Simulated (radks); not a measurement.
Q: All-electron atom: neutral argon in [Ne] 3s2 3p5 4p1 (not the ground configuration). Calculated with a radial shooting solver on a logarithmic mesh with Libxc functionals: scalar-relativistic Kohn-Sham, LDA (Slater exchange, Perdew-Wang correlation), spin-unpolarised, spherical densities, point nucleus. Some entries of the table are withheld. Estimate them.

| orbital | occ. | eigenvalue (hartree) | <1/r> (bohr^-1) |
|---|---|---|---|
| 1s | 2 | -114.6564 | 17.65 |
| 2s | 2 | (1) | 3.542 |
| 2p | 6 | -8.79172 | (2) |
| 3s | 2 | -1.18087 | (3) |
| 3p | 5 | -0.65145 | 0.8789 |
| 4p | 1 | -0.05094 | 0.1823 |

A: 
(1) 2s eigenvalue (hartree): -11.21915
(2) 2p <1/r> (bohr^-1): 3.450
(3) 3s <1/r> (bohr^-1): 1.017
